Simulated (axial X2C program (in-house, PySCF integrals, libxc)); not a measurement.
# KGe: from the spin-free to the two-component result

Calculated with an in-house relativistic program for diatomic molecules. Spin-free means the one-electron spin-free X2C Hamiltonian; two-component (2c) means X2C with spin–orbit coupling and atomic mean-field two-electron Coulomb and Gaunt terms, so the difference of the two also holds small scalar two-electron terms. Basis: Ge dyall-cv3z [9s9p7d4f1g], K dyall-cv3z [11s12p6d3f] (cores contracted in-house); Gaussian nuclei, density fitting, unrestricted open shells. Masses: Ge 73.921 u, K 38.964 u.

Spin-free state: M_S = 3/2, Λ = 0 (beyond evenly filled blocks: σα, π+α, π-α); fragments Ge + K.

| level | Re (Å) | ωe (cm⁻¹) | De (eV) | μ (D) |
| --- | --- | --- | --- | --- |
| PBE0 | 3.063 | 158.4 | 1.512 | 9.26 |
| HF | 3.170 | 153.9 | 1.064 | 10.99 |
| MP2 | 3.077 | 163.9 | 1.432 | n/a |
| CCSD | 3.096 | 162.0 | 1.413 | n/a |
| CCSD(T) | 3.089 | 162.7 | 1.430 | n/a |
| PBE | 3.073 | 151.8 | 1.520 | 8.42 |

Correlated methods: 13 electrons correlated (number of frozen shells: Ge 3 s, 2 p, 1 d; K 2 s, 1 p), 275 virtual spin orbitals or spinors in MP2, 90 natural virtuals in coupled cluster.

Dipoles are positive if K is the positive end.

Two-component determinant lowest at the distance of the search:

Ω = 3/2 (⟨Sz⟩ = 1.50, ⟨Lz⟩ = 0.00 at HF); fragments Ge + K.

```tsv
level	Re (Å)	ωe (cm⁻¹)	μ (D)
PBE0	3.063	158.2	9.26
HF	3.171	153.7	10.99
MP2	3.078	163.8	n/a
CCSD	3.097	161.8	n/a
CCSD(T)	3.090	162.5	n/a
PBE	3.074	151.7	8.42
```

(1) From the two tables, how do the constants change at the CCSD(T) level (2c against spin-free)?

Occupations by symmetry block were frozen at the best pattern of an incomplete PBE0 search. De is counted from the lowest determinant-based energies of the atoms at the same level, without counterpoise correction. De is not given where an atomic determinant may have missed its ground term or J level, or where the truncated virtual space spoils (T). Density functionals use the spin component along the axis (collinear). Coupled cluster ran in a truncated set of natural virtual spinors; the MP2 energy of the rest was added. (T) has no such correction and the atoms are truncated less, which lowers De at CCSD(T) by a hundredth of an eV or more. PBE0 can misorder states that lie within some tenths of an eV, so this need not be the ground state of the molecule. The nearest other spin-free determinant of the search, M_S = 1/2, Λ = 1, lies 0.85 eV up at the distance of the search. The functionals have no current-density term, which raises determinants with orbital currents, atoms included. With several unpaired electrons one determinant need not be a pure state. This is the top spin component of a Σ state; components of lower Ω are not single determinants and can lie lower. With the outer-core shells frozen, correlated bond lengths of heavy atoms tend to come out a few hundredths of an ångström too long.

## Answers

(1) At the CCSD(T) level Re rises by 0.001 Å and ωe doesn't move by more than 0.2 cm⁻¹.
